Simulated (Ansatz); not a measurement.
A nudged elastic band was laid between two geometries of CH₄Al₂ClN (9 atoms, charge 0, multiplicity 1).

Method: UKS BLYP/def2-SVP (Ansatz 0.2.0).

```json
{
  "movable images": "7",
  "climbing image": "yes",
  "spring": "5.0 eV/Å²",
  "optimiser": "quadratic models (default)",
  "start path": "through a guess of the saddle point",
  "force threshold": "0.03 eV/Å",
  "iteration limit": "53",
  "end points": "relaxed"
}
```

Image 0:

```xyz
9
Properties=species:S:1:pos:R:3
N -1.384 -0.721 0.664
C -0.314 -0.121 0.208
Al 0.247 1.388 1.409
Al 0.456 -0.848 -1.501
Cl 2.179 -0.082 -2.492
H -1.697 -1.520 0.056
H -0.637 1.724 2.691
H 1.566 2.226 1.071
H -0.326 -2.093 -2.123
```

Image 8:

```xyz
9
Properties=species:S:1:pos:R:3
N -1.116 -0.040 0.550
C 0.047 -0.025 -0.054
Al 0.022 1.273 1.488
Al 0.610 -1.124 -1.619
Cl 2.526 -0.779 -2.456
H -1.912 -0.646 0.262
H 0.578 0.759 2.890
H -0.352 2.788 1.175
H -0.314 -2.253 -2.254
```

Task: What changes between the two ends?

Result: Bonds formed: N1–Al3.

Task: Give the energies along the band, and the barrier.

Result: The run converged. The highest image is number 0 of 0 to 8, 0.0 kcal/mol above the first end and 12.2 kcal/mol above the last; the last end lies 12.2 kcal/mol below the first. The highest image is an end point: on this band no image between the ends rises above it. Inner images lie up to 0.006 eV below the lower end, so the ends aren't the lowest states on this path.

```
image  path coordinate (Å)  energy (kcal/mol)  N1–Al3 (Å)
    0                 0.00                0.0        2.77
    1                 0.15                0.0        2.77
    2                 0.69               -0.1        2.75
    3                 1.24               -0.5        2.66
    4                 1.78               -2.3        2.40
    5                 2.32               -7.7        2.10
    6                 2.86              -11.4        1.99
    7                 3.41              -12.4        1.97
    8                 3.96              -12.2        1.97
```

The band took 20 iterations and of the order of 16 core-minutes.

Run time: 8.3 min on 2 threads of AMD EPYC 7R13 Processor (Zen 3), on a shared host, peak memory 0.28 GiB.
